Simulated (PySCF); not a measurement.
C4H5FGe.
Z-matrix (Å and degrees, PBE0-D3(BJ)/def2-SVP geometry), rows numbered from 1:
```
F 
C   1  1.3267
C   2  1.3441  1  123.66
C   3  1.4747  2  115.55  1   179.86
C   4  1.3499  3  119.39  2     0.11
Ge  5  1.9379  4  107.65  3    -0.04
H   3  1.0936  2  122.82  1    -0.09
H   4  1.0957  3  118.39  2  -179.83
H   5  1.0908  4  122.89  3  -179.85
H   6  1.5360  2  112.91  1   -62.73
H   6  1.5359  2  112.91  1    62.96
```

Level of theory: PBE0-D3(BJ)/def2-SVP geometry optimisation, gas phase (PySCF).

Take the most abundant isotopes and a rigid rotor. 

(1) What are A, B and C (cm⁻¹)?

(2) Classify the top.

(3) Is it planar, by Δ = Ic − Ia − Ib?

(4) Give the other two planar moments, Paa and Pbb, and the rms extents of the mass along the axes.

(5) Give the coordinates in the principal-axis frame, origin at the centre of mass.

(6) Which types of transition are allowed, and where do some lines up to J = 3 fall?

(7) Estimate the classical rotational partition function at 10 K, 100 K and 200 K.

Answers

(1) Ia = 150.41, Ib = 200.41, Ic = 344.43 u·Å²; 505379 MHz·u·Å²/I gives 3360, 2522 and 1467 MHz, that is A = 0.11208, B = 0.08412, C = 0.04894 cm⁻¹.

(2) An asymmetric top; Ray's κ = 0.114.

(3) Not planar: Δ = Ic − Ia − Ib = -6.39 u·Å². For a rigid frame Δ = −2 Σ m c², so Σ m c² = 3.19 u·Å² lies off the ab plane, practically all of it from hydrogen. The atom farthest from that plane is 1.26 Å away.

(4) Paa = Σ m a² = (Ib + Ic − Ia)/2 = 197.22 and Pbb = Σ m b² = (Ia + Ic − Ib)/2 = 147.21 u·Å². With the mass M = 145.96 u, the rms extents √(P/M) along a, b and c are 1.16, 1.00, 0.15 Å.

(5) The sense of each axis is arbitrary; atoms in the order of the calculation.
```json
{"atom": "F1", "mass (u)": "18.998", "a (Å)": "2.261", "b (Å)": "-0.731", "c (Å)": "-0.001"}
{"atom": "C2", "mass (u)": "12.000", "a (Å)": "1.163", "b (Å)": "0.014", "c (Å)": "0.000"}
{"atom": "C3", "mass (u)": "12.000", "a (Å)": "1.175", "b (Å)": "1.358", "c (Å)": "0.001"}
{"atom": "C4", "mass (u)": "12.000", "a (Å)": "-0.150", "b (Å)": "2.006", "c (Å)": "0.000"}
{"atom": "C5", "mass (u)": "12.000", "a (Å)": "-1.262", "b (Å)": "1.240", "c (Å)": "-0.001"}
{"atom": "Ge6", "mass (u)": "73.921", "a (Å)": "-0.698", "b (Å)": "-0.615", "c (Å)": "0.000"}
{"atom": "H7", "mass (u)": "1.008", "a (Å)": "2.099", "b (Å)": "1.943", "c (Å)": "0.003"}
{"atom": "H8", "mass (u)": "1.008", "a (Å)": "-0.195", "b (Å)": "3.100", "c (Å)": "-0.002"}
{"atom": "H9", "mass (u)": "1.008", "a (Å)": "-2.269", "b (Å)": "1.658", "c (Å)": "-0.004"}
{"atom": "H10", "mass (u)": "1.008", "a (Å)": "-1.057", "b (Å)": "-1.418", "c (Å)": "-1.258"}
{"atom": "H11", "mass (u)": "1.008", "a (Å)": "-1.058", "b (Å)": "-1.417", "c (Å)": "1.259"}
```

(6) The dipole components are |μa| = 1.01 D, |μb| = 0.70 D, |μc| = 0.00 D; the mirror of this Cs structure is the ab plane, so μc vanishes by symmetry and there are no c-type lines. Intensities carry the squares of the components, which stand as 1.00 : 0.48 (a : b). Some lines, for components of 0.1 D or more:

```json
{"type": "a", "branch": "Q", "J(Ka,Kc)": "2(2,0) ← 2(2,1)", "MHz": "554", "lower level (cm⁻¹)": "0.581"}
{"type": "b", "branch": "Q", "J(Ka,Kc)": "1(1,0) ← 1(0,1)", "MHz": "1893", "lower level (cm⁻¹)": "0.133"}
{"type": "a", "branch": "Q", "J(Ka,Kc)": "3(2,1) ← 3(2,2)", "MHz": "2182", "lower level (cm⁻¹)": "0.981"}
{"type": "b", "branch": "Q", "J(Ka,Kc)": "2(2,0) ← 2(1,1)", "MHz": "3070", "lower level (cm⁻¹)": "0.497"}
{"type": "b", "branch": "R", "J(Ka,Kc)": "2(0,2) ← 1(1,1)", "MHz": "6585", "lower level (cm⁻¹)": "0.161"}
{"type": "a", "branch": "R", "J(Ka,Kc)": "2(0,2) ← 1(0,1)", "MHz": "7424", "lower level (cm⁻¹)": "0.133"}
{"type": "a", "branch": "R", "J(Ka,Kc)": "3(0,3) ← 2(0,2)", "MHz": "10340", "lower level (cm⁻¹)": "0.381"}
{"type": "b", "branch": "R", "J(Ka,Kc)": "3(1,3) ← 2(0,2)", "MHz": "10434", "lower level (cm⁻¹)": "0.381"}
{"type": "b", "branch": "R", "J(Ka,Kc)": "3(1,2) ← 2(2,1)", "MHz": "10529", "lower level (cm⁻¹)": "0.581"}
{"type": "b", "branch": "R", "J(Ka,Kc)": "2(2,0) ← 1(1,1)", "MHz": "13156", "lower level (cm⁻¹)": "0.161"}
```

(7) Point group Cs, symmetry number σ = 1; q = (√π/σ)·√((kT/h)³/(ABC)), k/h = 20836.6 MHz/K: 1510 at 10 K, 47800 at 100 K, 135000 at 200 K.

PBE0-D3(BJ)/def2-SVP frequencies: not computed here. These are rigid-rotor constants of the computed structure; measured ground-state constants (B0) also hold zero-point vibration.
